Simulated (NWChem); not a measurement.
System: C2H5BFNO; SMILES C(F)(B(O)N)=C

The following NWChem deck was run.

```
start job
memory heap 200 mb stack 900 mb global 1100 mb
geometry units angstroms noautoz
  C      1.273243    -1.489743     0.003114
  C      0.138032    -0.791860     0.000381
  F     -1.042975    -1.454267    -0.001392
  B     -0.007190     0.778599    -0.000012
  N     -1.304905     1.316007     0.002728
  O      1.148711     1.509793    -0.002610
  H      1.276152    -2.582782     0.003869
  H      2.221913    -0.951339     0.004489
  H     -2.106366     0.699040     0.004293
  H     -1.536956     2.299174     0.002890
  H      1.011275     2.460455    -0.002199
end
basis spherical
  C library 6-31g*
  F library 6-31g*
  B library 6-31g*
  N library 6-31g*
  O library 6-31g*
  H library 6-31g*
end
dft
  xc b3lyp
  iterations 150
  mulliken
end
task dft energy
```

Parts of the log:

```
             Northwest Computational Chemistry Package (NWChem) 7.3.0
             --------------------------------------------------------

 C1  symmetry detected

                             Geometry "geometry" -> ""
                             -------------------------

 Output coordinates in angstroms (scale by  1.889725989 to convert to a.u.)

  No.       Tag          Charge          X              Y              Z
 ---- ---------------- ---------- -------------- -------------- --------------
    1 C                    6.0000     1.28227782    -1.48980972     0.00256266
    2 C                    6.0000     0.14320496    -0.79824819    -0.00023562
    3 F                    9.0000    -1.03410057    -1.46721045    -0.00244833
    4 B                    5.0000    -0.01074603     0.77137920    -0.00024034
    5 N                    7.0000    -1.31142938     1.30156328     0.00235531
    6 O                    8.0000     1.14107242     1.50898900    -0.00238578
    7 H                    1.0000     1.29126360    -2.58281582     0.00302561
    8 H                    1.0000     2.22793945    -0.94614014     0.00429256
    9 H                    1.0000    -2.10944816     0.68014956     0.00357707
   10 H                    1.0000    -1.54894297     2.28342488     0.00272904
   11 H                    1.0000     0.99835303     2.45887206    -0.00175074

 Effective nuclear repulsion energy (a.u.)     218.7740158155

                                 NWChem DFT Module
                                 -----------------

 Summary of "ao basis" -> "ao basis" (spherical)
 ------------------------------------------------------------------------------
       Tag                 Description            Shells   Functions and Types
 ---------------- ------------------------------  ------  ---------------------
 C                           6-31g*                  6       14   3s2p1d
 F                           6-31g*                  6       14   3s2p1d
 B                           6-31g*                  6       14   3s2p1d
 N                           6-31g*                  6       14   3s2p1d
 O                           6-31g*                  6       14   3s2p1d
 H                           6-31g*                  2        2   2s

            General Information
            -------------------
          SCF calculation type: DFT
          Wavefunction type:  closed shell.
          No. of atoms     :    11
          No. of electrons :    46
           Alpha electrons :    23
            Beta electrons :    23
          Charge           :     0
          Spin multiplicity:     1
          Use of symmetry is: off; symmetry adaption is: off
          Maximum number of iterations: 150
          AO basis - number of functions:    94
                     number of shells:    46
          Convergence on energy requested:  1.00D-06
          Convergence on density requested:  1.00D-05
          Convergence on gradient requested:  5.00D-04

              XC Information
              --------------
                         B3LYP Method XC Potential
                     Hartree-Fock (Exact) Exchange  0.200
                        Slater Exchange Functional  0.800 local
                    Becke 1988 Exchange Functional  0.720 non-local
              Lee-Yang-Parr Correlation Functional  0.810
                  VWN I RPA Correlation Functional  0.190 local

             Grid Information
             ----------------
          Grid used for XC integration:  medium
          Radial quadrature: Mura-Knowles
          Angular quadrature: Lebedev.
          Tag              B.-S. Rad. Rad. Pts. Rad. Cut. Ang. Pts.
          ---              ---------- --------- --------- ---------
          C                   0.70       49          11.0       434
          F                   0.50       49          11.0       434
          B                   0.85       49          10.0       434
          N                   0.65       49          11.0       434
          O                   0.60       49          10.0       434
          H                   0.35       45          12.0       434
          Grid pruning is: on
          Number of quadrature shells:   519
          Spatial weights used:  Erf1

      Superposition of Atomic Density Guess
      -------------------------------------

 Sum of atomic energies:        -330.75818199

      Non-variational initial energy
      ------------------------------

 Total energy =    -333.567368
 1-e energy   =    -886.396416
 2-e energy   =     334.055033
 HOMO         =      -0.289519
 LUMO         =       0.009379

     ---------------------------------------------
      Total Density - Mulliken Population Analysis
     ---------------------------------------------

    Atom       Charge   Shell Charges
 -----------   ------   -------------------------------------------------------
    1 C    6     6.65   2.00  0.74  2.02  0.64  1.23  0.03
    2 C    6     5.46   2.00  0.71  1.63  0.50  0.56  0.06
    3 F    9     9.48   2.00  0.94  3.39  1.02  2.12  0.01
    4 B    5     4.31   2.00  0.57  1.15  0.28  0.21  0.11
    5 N    7     8.09   2.00  0.81  2.67  0.81  1.80  0.01
    6 O    8     8.89   2.00  0.93  3.13  0.89  1.93  0.01
    7 H    1     0.77   0.46  0.32
    8 H    1     0.76   0.45  0.30
    9 H    1     0.56   0.41  0.15
   10 H    1     0.57   0.41  0.16
   11 H    1     0.46   0.36  0.11

   convergence    iter        energy       DeltaE   RMS-Dens  Diis-err
 ---------------- ----- ----------------- --------- --------- ---------
 d= 0,ls=0.0,diis     1   -333.8468221651 -5.53D+02  1.26D-02  9.33D-01
 d= 0,ls=0.0,diis     2   -333.8406564434  6.17D-03  6.69D-03  1.18D+00
 d= 0,ls=0.0,diis     3   -333.9468921723 -1.06D-01  1.81D-03  6.42D-02
 d= 0,ls=0.0,diis     4   -333.9524910193 -5.60D-03  7.32D-04  8.72D-03
 d= 0,ls=0.0,diis     5   -333.9535235147 -1.03D-03  1.88D-04  7.94D-04
  Resetting Diis
 d= 0,ls=0.0,diis     6   -333.9536111289 -8.76D-05  4.32D-05  3.83D-05
 d= 0,ls=0.0,diis     7   -333.9536147981 -3.67D-06  2.05D-05  2.52D-06
 d= 0,ls=0.0,diis     8   -333.9536145058  2.92D-07  1.26D-05  5.62D-06
 d= 0,ls=0.0,diis     9   -333.9536150333 -5.28D-07  1.51D-06  3.34D-08

         Total DFT energy =     -333.953615033349
      One electron energy =     -891.488695732250
           Coulomb energy =      381.639982077030
    Exchange-Corr. energy =      -42.878917193602
 Nuclear repulsion energy =      218.774015815472

 Numeric. integr. density =       46.000005208580

                       DFT Final Molecular Orbital Analysis
                       ------------------------------------

 Vector   21  Occ=2.000000D+00  E=-3.173028D-01
              MO Center= -5.0D-02, -5.2D-01, -6.6D-04, r^2= 2.7D+00
   Bfn.  Coefficient  Atom+Function         Bfn.  Coefficient  Atom+Function
  ----- ------------  ---------------      ----- ------------  ---------------
    32      0.373333   3 F  py               18     -0.336098   2 C  py
    36      0.265516   3 F  py               46      0.255789   4 B  py
    20     -0.198809   2 C  s                 6      0.189890   1 C  s
    48     -0.160280   4 B  s                 3     -0.158833   1 C  px
     4      0.153919   1 C  py               86     -0.137139   7 H  s

 Vector   22  Occ=2.000000D+00  E=-2.718748D-01
              MO Center= -6.4D-01,  1.2D+00,  1.1D-03, r^2= 2.1D+00
   Bfn.  Coefficient  Atom+Function         Bfn.  Coefficient  Atom+Function
  ----- ------------  ---------------      ----- ------------  ---------------
    61      0.502116   5 N  pz               65      0.422718   5 N  pz
    75     -0.328696   6 O  pz               79     -0.259010   6 O  pz
    47      0.106969   4 B  pz               33     -0.094460   3 F  pz
    19      0.068790   2 C  pz               37     -0.068833   3 F  pz
     5      0.056753   1 C  pz               23      0.044234   2 C  pz

 Vector   23  Occ=2.000000D+00  E=-2.402709D-01
              MO Center=  4.8D-01, -1.0D+00,  1.0D-03, r^2= 2.3D+00
   Bfn.  Coefficient  Atom+Function         Bfn.  Coefficient  Atom+Function
  ----- ------------  ---------------      ----- ------------  ---------------
     5      0.398664   1 C  pz               19      0.347686   2 C  pz
     9      0.314392   1 C  pz               33     -0.263346   3 F  pz
    37     -0.207608   3 F  pz               23      0.186357   2 C  pz
    61     -0.166003   5 N  pz               65     -0.156843   5 N  pz
    75     -0.063920   6 O  pz               79     -0.051613   6 O  pz

 Vector   24  Occ=0.000000D+00  E= 2.131092D-03
              MO Center=  4.7D-01, -5.2D-01,  5.8D-04, r^2= 3.0D+00
   Bfn.  Coefficient  Atom+Function         Bfn.  Coefficient  Atom+Function
  ----- ------------  ---------------      ----- ------------  ---------------
     9      0.501204   1 C  pz               23     -0.373565   2 C  pz
     5      0.371467   1 C  pz               19     -0.329724   2 C  pz
    47     -0.293348   4 B  pz               51     -0.290599   4 B  pz
    65      0.232710   5 N  pz               61      0.188979   5 N  pz
    79      0.171493   6 O  pz               75      0.152538   6 O  pz

 Vector   25  Occ=0.000000D+00  E= 6.349592D-02
              MO Center= -8.5D-02,  2.3D+00,  2.9D-04, r^2= 4.0D+00
   Bfn.  Coefficient  Atom+Function         Bfn.  Coefficient  Atom+Function
  ----- ------------  ---------------      ----- ------------  ---------------
    94      1.061946  11 H  s                62     -0.941818   5 N  s
    92      0.827164  10 H  s                76     -0.744461   6 O  s
    90      0.498877   9 H  s                78     -0.388323   6 O  py
    48      0.258900   4 B  s                64     -0.236496   5 N  py
    74     -0.224589   6 O  py               63      0.216208   5 N  px

 Vector   26  Occ=0.000000D+00  E= 9.876249D-02
              MO Center= -5.2D-01,  1.2D+00,  1.3D-03, r^2= 6.3D+00
   Bfn.  Coefficient  Atom+Function         Bfn.  Coefficient  Atom+Function
  ----- ------------  ---------------      ----- ------------  ---------------
    62      1.167706   5 N  s                92     -0.957321  10 H  s
    94      0.814004  11 H  s                90     -0.600796   9 H  s
    76     -0.560884   6 O  s                86      0.487662   7 H  s
    34      0.267025   3 F  s                78     -0.248596   6 O  py
     8      0.242776   1 C  py               20     -0.229015   2 C  s

     ---------------------------------------------
      Total Density - Mulliken Population Analysis
     ---------------------------------------------

    Atom       Charge   Shell Charges
 -----------   ------   -------------------------------------------------------
    1 C    6     6.42   2.00  0.68  2.07  0.60  1.04  0.03
    2 C    6     5.63   2.00  0.69  1.96  0.45  0.47  0.06
    3 F    9     9.34   2.00  0.93  3.31  1.04  2.04  0.02
    4 B    5     4.63   2.00  0.53  1.49  0.18  0.32  0.12
    5 N    7     7.76   2.00  0.76  2.57  0.81  1.60  0.02
    6 O    8     8.57   2.00  0.90  2.96  0.92  1.78  0.02
    7 H    1     0.86   0.52  0.33
    8 H    1     0.83   0.52  0.31
    9 H    1     0.67   0.50  0.17
   10 H    1     0.69   0.51  0.18
   11 H    1     0.60   0.48  0.12

     -------------------------------------------
      Total Density - Lowdin Population Analysis
     -------------------------------------------

    Atom       Charge   Shell Charges
 -----------   ------   -------------------------------------------------------
    1 C    6     6.29   1.99  0.56  1.88  0.44  1.37  0.06
    2 C    6     5.91   1.99  0.53  1.75  0.39  1.10  0.16
    3 F    9     9.12   1.99  0.92  3.19  0.81  2.16  0.03
    4 B    5     5.17   1.98  0.41  1.36  0.31  0.81  0.30
    5 N    7     7.36   1.99  0.66  2.39  0.51  1.77  0.04
    6 O    8     8.27   1.99  0.83  2.79  0.65  1.96  0.04
    7 H    1     0.86   0.48  0.38
    8 H    1     0.85   0.48  0.37
    9 H    1     0.74   0.47  0.28
   10 H    1     0.76   0.47  0.28
   11 H    1     0.67   0.45  0.23

     Multipole analysis of the density
     ---------------------------------

     L   x y z        total         alpha         beta         nuclear
     -   - - -        -----         -----         ----         -------
     0   0 0 0      0.000000    -23.000000    -23.000000     46.000000

     1   1 0 0     -0.415546     -0.207773     -0.207773      0.000000
     1   0 1 0      1.061999      0.530999      0.530999     -0.000000
     1   0 0 1      0.002426      0.001213      0.001213      0.000000

     2   2 0 0    -23.713126   -112.820188   -112.820188    201.927251
     2   1 1 0     -2.521557      7.073229      7.073229    -16.668016
     2   1 0 1     -0.000526      0.001769      0.001769     -0.004063
     2   0 2 0    -19.043624   -168.172667   -168.172667    317.301710
     2   0 1 1     -0.000360      0.009165      0.009165     -0.018691
     2   0 0 2    -26.763597    -13.382208    -13.382208      0.000819
```

Level: B3LYP/6-31G* (spherical d). Geometry: optimised at PBE0/def2-SVP.
